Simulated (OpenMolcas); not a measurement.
Zr+: CASPT2 settings compared

| Quantity | Value |
| --- | --- |
| Program | OpenMolcas 26.06 |
| Basis | ANO-R1 [6s4p3d1f] |
| Scalar Hamiltonian | X2C, finite nucleus |
| Active space | 3 electrons in 6 orbitals (4d 5s) |
| State averaging | 2S+1 = 4 even, 20 roots; 2S+1 = 2 even, 70 roots (35 in the spin-orbit step) |
| Spin-orbit coupling | state interaction with AMFI integrals over the reference wave functions, term energies averaged over their components |

Methods on the same reference wave functions:
A. CASSCF
B. SS-CASPT2, IPEA 0.6 Eh, real shift 0.5 Eh (closed shells correlated: 4s 4p)
C. SS-CASPT2, IPEA 0.75 Eh, sigma1 regulariser 0.2 Eh (closed shells correlated: 4s 4p)
D. MS-CASPT2, IPEA 0.6 Eh, real shift 0.5 Eh (closed shells correlated: 4s 4p)
E. XMS-CASPT2, IPEA 0 Eh, real shift 0.4 Eh (closed shells correlated: 4s 4p)

Energies in cm⁻¹ above 4d² 5s ⁴F_3/2, the measured ground level; measured values from NIST Handbook of Basic Atomic Spectroscopic Data.

```json
{"Level": "4d² 5s ⁴F_3/2", "A": "0.0", "B": "0.0", "C": "0.0", "D": "0.0", "E": "0.0", "Measured": "0.0"}
{"Level": "4d² 5s ⁴F_5/2", "A": "299", "B": "300", "C": "301", "D": "300", "E": "301", "Measured": "315"}
{"Level": "4d² 5s ⁴F_7/2", "A": "715", "B": "720", "C": "720", "D": "720", "E": "721", "Measured": "763"}
{"Level": "4d² 5s ⁴F_9/2", "A": "1243", "B": "1249", "C": "1250", "D": "1249", "E": "1252", "Measured": "1323"}
{"Level": "4d³ ⁴F_3/2 [62 %]", "A": "2812", "B": "3590", "C": "3660", "D": "3590", "E": "4150", "Measured": "2572"}
{"Level": "4d³ ⁴F_5/2 [66 %]", "A": "3126", "B": "3930", "C": "4010", "D": "3930", "E": "4560", "Measured": "2895"}
{"Level": "4d³ ⁴F_7/2", "A": "3542", "B": "4370", "C": "4460", "D": "4370", "E": "5130", "Measured": "3300"}
{"Level": "4d³ ⁴F_9/2", "A": "4039", "B": "4870", "C": "4950", "D": "4870", "E": "5620", "Measured": "3758"}
{"Level": "4d² 5s ²D_3/2 [59 %]", "A": "6039", "B": "5090", "C": "4950", "D": "5090", "E": "4910", "Measured": "4248"}
{"Level": "4d² 5s ²D_5/2 [63 %]", "A": "6364", "B": "5330", "C": "5180", "D": "5330", "E": "5070", "Measured": "4505"}
{"Level": "4d³ ²P_1/2", "A": "7434", "B": "7240", "C": "7310", "D": "7240", "E": "7230", "Measured": ""}
{"Level": "4d³ ²P_3/2", "A": "7879", "B": "7630", "C": "7700", "D": "7630", "E": "7610", "Measured": ""}
{"Level": "4d² 5s ⁴P_1/2", "A": "9222", "B": "8280", "C": "8360", "D": "8280", "E": "8050", "Measured": ""}
{"Level": "4d² 5s ²F_5/2", "A": "9242", "B": "7770", "C": "7520", "D": "7770", "E": "7000", "Measured": "5753"}
{"Level": "4d² 5s ⁴P_3/2", "A": "9409", "B": "8470", "C": "8550", "D": "8470", "E": "8240", "Measured": ""}
{"Level": "4d² 5s ⁴P_5/2", "A": "9733", "B": "8780", "C": "8870", "D": "8780", "E": "8550", "Measured": ""}
{"Level": "4d³ ²G_7/2", "A": "9770", "B": "10090", "C": "10210", "D": "10090", "E": "10390", "Measured": ""}
{"Level": "4d² 5s ²F_7/2", "A": "9933", "B": "8420", "C": "8170", "D": "8420", "E": "7640", "Measured": "6468"}
{"Level": "4d³ ²G_9/2", "A": "10115", "B": "10400", "C": "10520", "D": "10400", "E": "10700", "Measured": ""}
{"Level": "4d³ ⁴P_1/2", "A": "12072", "B": "11860", "C": "11990", "D": "11860", "E": "12300", "Measured": ""}
{"Level": "4d³ ⁴P_3/2", "A": "12285", "B": "12080", "C": "12200", "D": "12080", "E": "12510", "Measured": ""}
{"Level": "4d³ ⁴P_5/2", "A": "12515", "B": "12310", "C": "12430", "D": "12310", "E": "12750", "Measured": ""}
```

Deviations, from unrounded energies. A percentage is the sum of absolute deviations over the sum of measured energies, with the sign that they share, or ± where signs differ.

| Against measurement | Levels | A | B | C | D | E |
| --- | --- | --- | --- | --- | --- | --- |
| mean absolute deviation (cm-1) | 11 | 1100 | 910 | 870 | 910 | 970 |
| fine structure of the ground term (%) | 3 | -6.0 | -5.5 | -5.4 | -5.5 | -5.3 |
| other terms of the ground configuration (%) | 4 | +50.6 | +26.8 | +23.1 | +26.8 | +17.3 |
| other configurations (%) | 4 | +7.9 | +33.8 | +36.3 | +33.8 | +55.4 |

B, C, D lie about equally close to measurement and A furthest from it. The largest miss of C in the table is 4d² 5s ²F_5/2, by +1800 cm-1. The ranking rests on the paired levels alone, and a cruder setting can come out closer through cancelling errors.

Among B to E the level of the table that moves most is 4d² 5s ²F_7/2, by 780 cm-1 (lowest in E, highest in B). Moves below CASPT2's spread within the term are not significant.

The mean deviations of B to E differ by less than CASPT2's widest spread within a term (440 cm-1), so their order carries little weight.

From A to B the spin-free energies of the other terms of 4d² 5s shown, above ⁴F, scale by factors of 0.81 to 0.89.

The lowest spin-free term lies below A's lowest term by 0.108 hartree in B, 0.107 hartree in C, 0.108 hartree in D, 0.125 hartree in E.

CASPT2 breaks the degeneracy within a term, and the mean is taken; among the terms shown or strongly mixed into the levels shown the widest spread is 440 cm-1 (4d² 5s ²F, D). Some high roots are left out of the spin-orbit mixing, which shifts the levels that they would mix with. Configurations are named by rounded mean occupations; where the s occupation lies near a half they are strongly mixed, a name can repeat and a true partner stay unpaired. A single d shell beside an s shell can misplace configurations of different d count against each other. Without dynamic correlation excited terms often stand tens of per cent too high (terms of higher spin than the ground term too low), and those without a measured partner can miss by more than the paired ones (holds for A). Some terms miss by over 15 % even with CASPT2, which points to a basis or an active space too small for the shells correlated (holds for B; C; D; E). Some levels mix across a computed gap that differs much from the measured one, so their mixing is not that of the real levels (holds for C; E). Computed and measured levels are paired by configuration, term and J; levels that our copy of the source lacks, or whose pairing is in doubt (as where it misses far off the trend of its configuration), stay unpaired and out of the deviations. Only configurations of the active space appear. The table leaves out levels that lie high or whose names do not pair safely across all columns.

A share in square brackets marks a mixed level and gives the weight of the term that names it, the lowest over the columns.
